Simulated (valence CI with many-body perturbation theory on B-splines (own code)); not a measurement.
Results of a calculation; reference values are marked as such.
# Level structure of Er LVI

Method: configuration interaction combined with many-body perturbation theory (CI+MBPT): three valence electrons over a frozen Dirac-Fock core [Ne], radial functions for each j: 9 s, 9 p, 8 d, 6 f, 3 g, 1 h, with the one-electron correlation potential Σ1 (screened to all orders), the two-electron term Σ2, the three-electron term Σ3, Breit, model QED; selected single and double excitations, second order for the rest, scaled by the run's own slope (own B-spline code, finite nucleus).

The last digits are not significant, and no measured levels were compared; by estimate large intervals hold to a few tenths of a per cent, small ones and those within an open d or f shell to about a per cent.

Levels 1 to 35 of 35, with energies above the lowest level, (3s^2 3p1/2) J=1/2. "Leading %" is the weight of the configuration and term that name the level; weights of strongly mixed levels are sums over their largest components and can fall short, so below about 35 % the name and the second component can differ from the true leading terms, or belong to a minority configuration. In the jj column 3d3/2^4 stands for four electrons in 3d with j = 3/2.

```csv
No.,Configuration,Term,J,E (eV),Leading %,g,Second component,Leading jj
1,3s2.3p,2P°,1/2,0.00,100,0.650,,3s^2 3p1/2 (100 %)
2,3s.3p2,4P,1/2,146.09,55,2.147,30 % 3s.3p2 2S,3s 3p1/2^2 (98 %)
3,3s2.3p,2P°,3/2,243.39,99,1.323,,3s^2 3p3/2 (99 %)
4,3s.3p2,4P,3/2,362.99,90,1.638,8 % 3s.3p2 2D,3s 3p1/2 3p3/2 (99 %)
5,3s.3p2,2D,5/2,379.02,59,1.343,39 % 3s.3p2 4P,3s 3p1/2 3p3/2 (97 %)
6,3s.3p2,2D,3/2,398.67,53,0.962,28 % 3s.3p2 2P,3s 3p1/2 3p3/2 (82 %)
7,3s.3p2,2P,1/2,407.59,70,1.245,28 % 3s.3p2 4P,3s 3p1/2 3p3/2 (98 %)
8,3s2.3d,2D,3/2,452.74,82,0.828,10 % 3s.3p2 2D,3s^2 3d3/2 (82 %)
9,3s2.3d,2D,5/2,500.46,96,1.204,,3s^2 3d5/2 (96 %)
10,3p3,2P°,3/2,543.21,32,1.150,20 % 3p3 2D°,3p1/2^2 3p3/2 (68 %)
11,3s.3p.3d,4F°,3/2,556.71,66,0.634,9 % 3s.3p.3d 2D°,3s 3p1/2 3d3/2 (80 %)
12,3s.3p.3d,4F°,5/2,568.28,45,1.028,28 % 3s.3p.3d 2F°,3s 3p1/2 3d3/2 (97 %)
13,3s.3p.3d,4D°,1/2,591.82,60,0.388,34 % 3s.3p.3d 2P°,3s 3p1/2 3d3/2 (98 %)
14,3s.3p.3d,4D°,3/2,596.55,36,1.295,20 % 3s.3p.3d 4P°,3s 3p1/2 3d3/2 (85 %)
15,3s.3p2,4P,5/2,618.39,57,1.420,41 % 3s.3p2 2D,3s 3p3/2^2 (97 %)
16,3s.3p.3d,4P°,5/2,624.10,38,1.350,30 % 3s.3p.3d 4D°,3s 3p1/2 3d5/2 (99 %)
17,3s.3p.3d,4F°,7/2,635.91,45,1.242,31 % 3s.3p.3d 2F°,3s 3p1/2 3d5/2 (98 %)
18,3s.3p.3d,2F°,5/2,645.51,51,1.040,20 % 3s.3p.3d 2D°,3s 3p1/2 3d5/2 (97 %)
19,3s.3p.3d,2D°,3/2,650.33,38,1.113,34 % 3s.3p.3d 2P°,3s 3p1/2 3d5/2 (86 %)
20,3s.3p2,2S,1/2,651.29,68,1.907,17 % 3s.3p2 4P,3s 3p3/2^2 (98 %)
21,3s.3p2,2P,3/2,657.41,62,1.194,29 % 3s.3p2 2D,3s 3p3/2^2 (98 %)
22,3p2.3d,2D,3/2,733.47,40,0.772,35 % 3p2.3d 4F,3p1/2^2 3d3/2 (99 %)
23,3p3,2D°,5/2,780.82,71,1.164,12 % 3s.3p.3d 2D°,3p1/2 3p3/2^2 (71 %)
24,3p3,4S°,3/2,784.87,48,1.408,44 % 3p3 2D°,3p1/2 3p3/2^2 (92 %)
25,3p3,2P°,1/2,799.49,83,0.698,14 % 3s.3p.3d 2P°,3p1/2 3p3/2^2 (83 %)
26,3p2.3d,2D,5/2,801.25,32,1.193,21 % 3p2.3d 4D,3p1/2^2 3d5/2 (98 %)
27,3s.3p.3d,4D°,3/2,812.48,43,1.301,36 % 3s.3p.3d 4P°,3s 3p3/2 3d3/2 (98 %)
28,3s.3p.3d,4P°,1/2,813.94,82,2.213,14 % 3s.3p.3d 4D°,3s 3p3/2 3d3/2 (97 %)
29,3s.3p.3d,4D°,5/2,815.06,44,1.237,21 % 3s.3p.3d 4F°,3s 3p3/2 3d3/2 (81 %)
30,3s.3p.3d,4F°,7/2,818.32,41,1.246,32 % 3s.3p.3d 2F°,3s 3p3/2 3d3/2 (90 %)
31,3s.3p.3d,2D°,3/2,842.23,63,0.984,22 % 3s.3p.3d 4P°,3s 3p3/2 3d3/2 (83 %)
32,3s.3p.3d,4F°,9/2,849.43,100,1.323,,3s 3p3/2 3d5/2 (100 %)
33,3s.3p.3d,2F°,5/2,855.72,68,0.959,8 % 3s.3p.3d 4F°,3s 3p3/2 3d3/2 (91 %)
34,3s.3p.3d,2P°,1/2,859.98,66,0.608,20 % 3s.3p.3d 4D°,3s 3p3/2 3d3/2 (86 %)
35,3s.3p.3d,2D°,5/2,870.29,48,1.334,37 % 3s.3p.3d 4P°,3s 3p3/2 3d5/2 (96 %)
```

The ionisation energy to 3s2 1S_0 of the next ion comes out as 5455.8 eV (NIST: 5455 ± 5 eV (theoretical)). All 35 levels together are meant to be complete up to 875.92 eV.
